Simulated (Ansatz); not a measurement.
Sn(vinyl)3Br (C6H9BrSn): single points at one geometry.

```yaml
crystal:
  periodic: [false, false, false]
  atoms:
    - {symbol: Sn, position_ang: [0.045486, 0.065385, 0.033350]}
    - {symbol: C, position_ang: [-0.254594, 0.030120, 2.168251]}
    - {symbol: C, position_ang: [-0.975737, -0.925844, 2.778599]}
    - {symbol: H, position_ang: [0.210142, 0.837759, 2.763632]}
    - {symbol: H, position_ang: [-1.453167, -1.746449, 2.214606]}
    - {symbol: H, position_ang: [-1.121956, -0.930017, 3.874008]}
    - {symbol: C, position_ang: [2.102691, -0.204806, -0.553378]}
    - {symbol: C, position_ang: [2.518783, -1.276901, -1.249069]}
    - {symbol: H, position_ang: [2.824834, 0.580434, -0.262362]}
    - {symbol: H, position_ang: [1.824715, -2.079047, -1.556111]}
    - {symbol: H, position_ang: [3.576583, -1.400644, -1.544191]}
    - {symbol: C, position_ang: [-0.914996, 1.729630, -0.944815]}
    - {symbol: C, position_ang: [-1.932159, 1.568392, -1.808348]}
    - {symbol: H, position_ang: [-0.540480, 2.744147, -0.714113]}
    - {symbol: H, position_ang: [-2.329641, 0.569777, -2.061553]}
    - {symbol: H, position_ang: [-2.414508, 2.431311, -2.302276]}
    - {symbol: Br, position_ang: [-1.165987, -1.993237, -0.836240]}
basis:
  gaussian: {orbitals: def2-TZVP, initial_orbitals: start.molden}
hamiltonian: {xc: {name: CAM-B3LYP}, dispersion: d4}
scf: {omitted_lower_state_checks: [starts]}
output: {orbitals: {seedname: orbitals}}
```

The file start.molden holds the orbitals of an earlier run on this structure, at another level or in another basis.

```sh
$ ansatz run in.yaml --threads 2 --pin off --events-out ev --progress --plain --max-ram 32768MiB --backend cuda --devices 0, --max-vram 18GiB
```

Output, abridged:

```
Functional definition: CAM-B3LYP
2321 factors; their error is unknown
566 factors; integrals over basis functions are off by at most 1.6e-5 eV
mean field evaluation 1: about -82246.4876 eV, gradient 8.9e0 eV
mean field evaluation 2: about -82246.6227 eV, gradient 1.2e-1 eV
mean field evaluation 4: about -82246.9655 eV, gradient 5.2e-4 eV
mean field -82246.96552005 eV, -3022.5202338662 hartree, gradient 1.8e-5 eV, S^2 0.000000; 0 other end points of the search recorded, 0 dependent functions left out
reference -82246.96569863 eV, -3022.5202404291 hartree; 51, 51 occupied and 287, 287 virtual orbitals, 2321 factors
Total energy: -82247.42156214 eV, -3022.5369931039 hartree
Checks for a lower state left out: starts
```

It took 13 s on 2 threads of AMD EPYC 7R13 on a shared host and a share (18 GiB) of an NVIDIA H100 80GB HBM3, peak host memory 0.87 GiB.

As the first input, with `gaussian: {orbitals: def2-TZVPD, initial_orbitals: start.molden}` (abridged; 12 s):

```
Functional definition: CAM-B3LYP
mean field -82247.00479219 eV, -3022.5216770907 hartree, gradient 2.9e-5 eV, S^2 0.000000
Total energy: -82247.46085806 eV, -3022.5384372025 hartree
Checks for a lower state left out: starts
```

First input, but with `hamiltonian: {xc: pbe0, dispersion: d4}` (abridged; 13 s):

```
Functional definition: PBE0
mean field -82231.91142636 eV, -3021.9670061272 hartree, gradient 1.9e-5 eV, S^2 0.000000
Total energy: -82232.34807512 eV, -3021.9830526733 hartree
Checks for a lower state left out: starts
```

First input, but with `hamiltonian: {xc: pbe, dispersion: d4}`, `output: {forces: true, orbitals: {seedname: orbitals}}` (abridged; 14 s):

```
Functional definition: PBE
mean field -82228.51168548 eV, -3021.8420679543 hartree, gradient 9.9e-6 eV, S^2 0.000000
Total energy: -82229.01216359 eV, -3021.8604601856 hartree
Atom 0 force    -0.035524    -0.062215    -0.026979 eV/Å
Atom 1 force    -0.113184    -0.120752     0.250095 eV/Å
Atom 2 force     0.086335     0.118380    -0.089457 eV/Å
Atom 3 force    -0.140583    -0.241275    -0.166032 eV/Å
Atom 4 force     0.150500     0.255552     0.183545 eV/Å
Atom 5 force     0.046061     0.001476    -0.329142 eV/Å
Atom 6 force     0.218776    -0.154775    -0.135414 eV/Å
Atom 7 force    -0.064850     0.132883     0.086890 eV/Å
Atom 8 force    -0.203940    -0.236939    -0.089707 eV/Å
Atom 9 force     0.223473     0.250102     0.096451 eV/Å
Atom 10 force    -0.317791     0.038440     0.090412 eV/Å
Atom 11 force    -0.201787     0.119738    -0.187824 eV/Å
Atom 12 force     0.129787     0.006797     0.112848 eV/Å
Atom 13 force    -0.117858    -0.293698    -0.072440 eV/Å
Atom 14 force     0.119351     0.317570     0.075329 eV/Å
Atom 15 force     0.145878    -0.258564     0.147876 eV/Å
Atom 16 force     0.075358     0.127280     0.053548 eV/Å
Dipole moment:     0.273005     0.464577     0.195934 e Å
Checks for a lower state left out: starts
```

As the first input, with `gaussian: {orbitals: def2-SVP, initial_orbitals: start.molden}`, `hamiltonian: {xc: pbe0, dispersion: d4}` (abridged; 8 s, on the CPU threads alone):

```
Functional definition: PBE0
mean field -82216.30687608 eV, -3021.3935494817 hartree, gradient 3.7e-5 eV, S^2 0.000000
Total energy: -82216.74352082 eV, -3021.4095958798 hartree
Checks for a lower state left out: starts
```

As the first input, with `gaussian: {orbitals: def2-SVP, initial_orbitals: start.molden}`, `hamiltonian: {xc: pbe, dispersion: d4}` (abridged; 4.4 s, on the CPU threads alone):

```
Functional definition: PBE
mean field -82212.73066997 eV, -3021.2621263311 hartree, gradient 1.4e-5 eV, S^2 0.000000
Total energy: -82213.23113753 eV, -3021.2805181748 hartree
Checks for a lower state left out: starts
```

Geometry: PBE-D4/def2-SVP.

In the def2 sets Sn takes a core potential; there is no spin–orbit coupling.
